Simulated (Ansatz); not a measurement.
Input file for BrClFSn (`[F][Sn]([Cl])[Br]`) radical:

```yaml
crystal:
  periodic: [false, false, false]
  atoms:
    - {symbol: F, position_ang: [-1.817838, 0.269312, 0.108095]}
    - {symbol: Sn, position_ang: [-0.130433, -0.619251, -0.087473]}
    - {symbol: Cl, position_ang: [0.970480, -0.223959, 1.925682]}
    - {symbol: Br, position_ang: [1.033391, 0.513597, -1.966504]}
basis:
  gaussian: {orbitals: def2-SVP}
magnetization: {spin_polarized: true, initial_magnetization: 1}
correlation: {method: ccsd_t}
scf: {omitted_lower_state_checks: [cluster_reference]}
```

```sh
$ ansatz run in.yaml --threads 4 --pin off --events-out ev --progress --plain --max-ram 10444MiB
```

The program prints (abridged):

```
Functional definition: HF
929 factors; integrals over basis functions are off by at most 2.6e-4 eV
mean field evaluation 1: about -90999.3460 eV, gradient 2.3e1 eV
mean field evaluation 2: about -90999.4114 eV, gradient 2.3e1 eV
mean field evaluation 4: about -91002.0033 eV, gradient 1.9e0 eV
mean field evaluation 8: about -91002.0889 eV, gradient 1.6e-1 eV
mean field -91002.08990393 eV, -3344.2651205375 hartree, gradient 2.9e-6 eV, S^2 0.762669; 0 other end points of the search recorded, 0 dependent functions left out
19 core orbitals not correlated: weight in the atoms' cores, before any rotation towards them, 1.000 or more for the frozen orbitals, at most 0.000 for the correlated occupied ones
reference -91002.08990393 eV, -3344.2651205375 hartree; 23, 22 occupied and 48, 49 virtual orbitals, 929 factors
second order -17.22013266 eV of doubles, -0.00000000 eV of singles
cycle   1  -17.26266003 eV  change   -4.3e-2 eV  update   1.0e-1
cycle   2  -17.60588776 eV  change   -3.4e-1 eV  update   3.3e-2
cycle   3  -17.71382783 eV  change   -1.1e-1 eV  update   2.0e-2
cycle   4  -17.71047511 eV  change    3.4e-3 eV  update   6.5e-3
cycle   5  -17.70489887 eV  change    5.6e-3 eV  update   3.3e-3
cycle   6  -17.70625062 eV  change   -1.4e-3 eV  update   1.6e-3
cycle   7  -17.70636068 eV  change   -1.1e-4 eV  update   6.9e-4
cycle   8  -17.70645103 eV  change   -9.0e-5 eV  update   2.9e-4
cycle   9  -17.70660460 eV  change   -1.5e-4 eV  update   1.2e-4
cycle  10  -17.70656011 eV  change    4.4e-5 eV  update   5.7e-5
cycle  11  -17.70654134 eV  change    1.9e-5 eV  update   2.8e-5
perturbative correction -0.39210979 eV, -0.0144097690 hartree
Total energy: -91020.18855506 eV, -3344.9302336987 hartree
Checks for a lower state left out: cluster_reference
```

It took 15 s on 4 threads of an Arm Neoverse V1 on a shared host, with 0.68 GiB of host memory at the peak.

MP2 recovers 95.1 % of the CCSD(T) correlation energy and the triples give 2.2 %; T1 = 0.0120.
